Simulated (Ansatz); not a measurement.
A geometry relaxed with PBE0-D3(BJ)/def2-TZVP in Ansatz (a program for electronic structure), charge 0, multiplicity 1:

```xyz
5

Ge     0.0000     0.0000     0.0000
H     -1.0325    -0.3191    -1.0892
H     -0.6442    -0.1730     1.3817
H      0.4832     1.4473    -0.1615
H      1.1935    -0.9552    -0.1311
```

Question: Write the SMILES of this molecule.

Answer: `[GeH4]`
